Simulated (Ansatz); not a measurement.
A first, cheap relaxation of C4H2F4, SMILES `FC(F)=CC=C(F)F`.

```yaml
crystal:
  periodic: [false, false, false]
  atoms:
    - {symbol: F, position_ang: [-1.750300, 1.476000, 1.847800]}
    - {symbol: C, position_ang: [-0.663400, 0.903300, 1.454700]}
    - {symbol: F, position_ang: [0.364000, 0.875900, 2.281200]}
    - {symbol: C, position_ang: [-0.518200, 0.345900, 0.245400]}
    - {symbol: C, position_ang: [0.579100, -0.354700, -0.273500]}
    - {symbol: C, position_ang: [0.644200, -0.902700, -1.463800]}
    - {symbol: F, position_ang: [-0.385300, -0.884500, -2.298000]}
    - {symbol: F, position_ang: [1.822100, -1.516200, -1.849500]}
    - {symbol: H, position_ang: [-1.465400, 0.404200, -0.349100]}
    - {symbol: H, position_ang: [1.456300, -0.398200, 0.407800]}
basis:
  gaussian: {orbitals: def2-SVP}
hamiltonian: {xc: pbe, dispersion: d4}
relax: {f_tol: 0.03, max_steps: 200}
```

```sh
$ ansatz run in.yaml --threads 4 --pin off --events-out ev --progress --plain --max-ram 11315MiB
```

Shortened log:

```
Functional definition: PBE
mean field -15019.52184645 eV, -551.9572472595 hartree, gradient 6.1e-5 eV, S^2 0.000000; 0 other end points of the search recorded, 0 dependent functions left out
relax step   1: F+E_penalty+E_count = -15019.71736138 eV  Δ(F+E_penalty+E_count) = +0.000e0 eV  max|allowed force component| = 3.074e0 eV/Å  Δτ_max = 0.0000 Å  (31 SCF iters, accepted)
mean field -15019.88118493 eV, -551.9704527051 hartree, gradient 2.6e-5 eV, S^2 0.000000; 0 other end points of the search recorded, 0 dependent functions left out
relax step   2: F+E_penalty+E_count = -15020.07466904 eV  Δ(F+E_penalty+E_count) = -3.573e-1 eV  max|allowed force component| = 1.339e0 eV/Å  Δτ_max = 0.0791 Å  (33 SCF iters, accepted)
mean field -15019.98077478 eV, -551.9741125644 hartree, gradient 1.2e-5 eV, S^2 0.000000; 0 other end points of the search recorded, 0 dependent functions left out
relax step   3: F+E_penalty+E_count = -15020.17394266 eV  Δ(F+E_penalty+E_count) = -9.927e-2 eV  max|allowed force component| = 3.585e-1 eV/Å  Δτ_max = 0.0590 Å  (32 SCF iters, accepted)
mean field -15019.98805368 eV, -551.9743800593 hartree, gradient 1.8e-5 eV, S^2 0.000000; 0 other end points of the search recorded, 0 dependent functions left out
relax step   4: F+E_penalty+E_count = -15020.18149437 eV  Δ(F+E_penalty+E_count) = -7.552e-3 eV  max|allowed force component| = 5.151e-2 eV/Å  Δτ_max = 0.0257 Å  (31 SCF iters, accepted)
mean field -15019.98846902 eV, -551.9743953226 hartree, gradient 2.0e-5 eV, S^2 0.000000; 0 other end points of the search recorded, 0 dependent functions left out
relax step   5: F+E_penalty+E_count = -15020.18176253 eV  Δ(F+E_penalty+E_count) = -2.682e-4 eV  max|allowed force component| = 1.903e-2 eV/Å  Δτ_max = 0.0068 Å  (32 SCF iters, accepted)
mean field -15019.98846902 eV, -551.9743953226 hartree, gradient 2.2e-5 eV, S^2 0.000000; 1 other end points of the search recorded, 0 dependent functions left out
Total energy: -15020.18178377 eV, -551.9814995088 hartree
Atom 0 at    -1.736737     1.525332     1.932481 Å, force     0.011766    -0.011331    -0.015181 eV/Å
Atom 1 at    -0.665558     0.903805     1.462238 Å, force    -0.008092     0.006683     0.008106 eV/Å
Atom 2 at     0.319362     0.920050     2.352598 Å, force     0.009052     0.000864     0.009748 eV/Å
Atom 3 at    -0.584809     0.331555     0.244274 Å, force    -0.018973     0.006192    -0.002495 eV/Å
Atom 4 at     0.600625    -0.341770    -0.243863 Å, force     0.019026    -0.003344     0.006335 eV/Å
Atom 5 at     0.682196    -0.914125    -1.461621 Å, force     0.006787    -0.006946    -0.010384 eV/Å
Atom 6 at    -0.302025    -0.931173    -2.352757 Å, force    -0.008518    -0.000683    -0.008286 eV/Å
Atom 7 at     1.754168    -1.535002    -1.930765 Å, force    -0.010156     0.009010     0.011890 eV/Å
Atom 8 at    -1.480471     0.395425    -0.388477 Å, force    -0.002114    -0.000561    -0.002665 eV/Å
Atom 9 at     1.496348    -0.405096     0.388892 Å, force     0.001221     0.000117     0.002932 eV/Å
Dipole moment:    -0.000159     0.000118    -0.000039 e Å
```

Run time 7.5 s (4 threads of an Arm Neoverse V2 on a shared host); peak host memory 0.16 GiB.
